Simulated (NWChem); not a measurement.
Species: C2H5BFNO; SMILES NB(OC=C)F

```xyz
11

C     -0.2059    -2.6226     0.1548
C      0.1742    -1.4084    -0.2383
O     -0.5664    -0.3000    -0.0209
B     -0.0449     0.9672     0.0172
N      1.3243     1.2608     0.0819
F     -0.9335     1.9610    -0.0159
H      0.4140    -3.4880    -0.0808
H     -1.1390    -2.7704     0.7027
H      1.1045    -1.2516    -0.8016
H      1.6521     2.2162     0.1032
H      2.0450     0.5695     0.2272
```
Atoms are numbered in this order, from 1.

Results from NWChem. Coordinates come from a PBE0/def2-SVP optimisation.

Question: What does the run give for LRC-wPBEh/def2-SVP? Quantities: highest occupied level (eV); orbital gap (eV); dipole (D).

Answer: 
```
Property                     Result
---------------------------  ------
highest occupied level (eV)   -8.85
orbital gap (eV)              11.12
dipole (D)                     3.20
```
